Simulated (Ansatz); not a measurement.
FH₄N₂Y (`[NH2][Y]([NH2])[F]`). Charge 0, multiplicity 1. Y takes the def2 core potential.

```csv
atom,x (Å),y (Å),z (Å)
N1,0.036,0.493,-1.811
Y2,0.636,0.279,0.238
N3,-0.675,-0.771,1.573
F4,2.383,1.037,0.888
H5,0.543,0.956,-2.556
H6,-0.820,0.147,-2.229
H7,-0.533,-0.955,2.559
H8,-1.570,-1.186,1.338
```

(1) List the harmonic frequencies (cm⁻¹, unscaled) at PBE0-D4/def2-TZVP in Ansatz. (An estimate is asked.)

(2) Is this a minimum?

(3) Give the ideal-gas thermochemistry at 298.15 K and 1 bar (rigid rotor, harmonic oscillator; point group C2v, symmetry number 2).

(4) Rotational constants (cm⁻¹)?

## Answers

(1) Computed: 61, 121, 128, 311, 329, 383, 439, 526, 535, 550, 573, 581, 1553, 1557, 3528, 3530, 3612, 3612.

(2) Yes, all 18 modes are real.

(3) Zero-point energy 131.2 kJ/mol; H(298) − E = 153.0 kJ/mol; entropy 349.8 J/(mol·K), of which translation 170.5, rotation 105.3, vibration 74.0; G(298) − E = 48.7 kJ/mol. Modes under 100 cm⁻¹ are hindered rotations or soft bends, so the harmonic entropy is rough.

(4) 0.1427, 0.1393, 0.07049.
